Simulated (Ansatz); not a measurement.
# Abstraction of Cl: CHClF2 + CH2I → CHF2 + CH2ClI

Species: CHClF2 (difluorochloromethane) `FC(F)Cl`, singlet; CH2I `[CH2]I`, doublet; CHF2 (difluoromethyl radical) `F[CH]F`, doublet; CH2ClI `ClCI`, singlet. A radical takes Cl: the energy is the difference in strength between two C–Cl bonds in different surroundings.

Shapes, held fixed at every level: PBE0-D4/def2-TZVP. Programs: Ansatz 0.2.0. The zero-point and thermal change to 298 K, harmonic and unscaled (PBE0-D4/def2-TZVP), is +4.7 kJ/mol.

| level | kind | ΔH(298 K) (kJ/mol) | less CCSD(T)/def2-TZVPP | CPU time (sum over the molecules) |
| --- | --- | --- | --- | --- |
| HF/def2-TZVPP | Hartree–Fock | +31.0 | -1.4 | – |
| SPW92/def2-TZVPP | LDA | +32.9 | +0.5 | 6.5 s |
| PBE-D4/def2-TZVPP | GGA | +26.9 | -5.5 | 13 s |
| r2SCAN-D4/def2-TZVPP | meta-GGA | +34.5 | +2.1 | 28 s |
| BHLYP-D4/def2-TZVPP | global hybrid | +27.6 | -4.8 | 16 s |
| wB97X-V/def2-TZVPP | range-separated hybrid | +29.4 | -3.0 | 48 s |
| CCSD/def2-SVP | coupled cluster or CI | +33.4 | +1.0 | – |
| CCSD(T)/def2-TZVPP | coupled cluster or CI | +32.4 | 0.0 | 2.4 min |

The highest level, CCSD(T)/def2-TZVPP, gives ΔH(298 K) = +32.4 kJ/mol; the levels span +26.9 to +34.5. The column of differences is taken from that level and isn't an error. No measured value is set beside it here. Open shells run unrestricted unless RO is named. For atoms past krypton def2 sets carry core potentials with scalar relativity. Correlated rows may include outer-core shells of I, which these sets cover unevenly. Times are processor times on shared x86 and Arm servers, and rough.
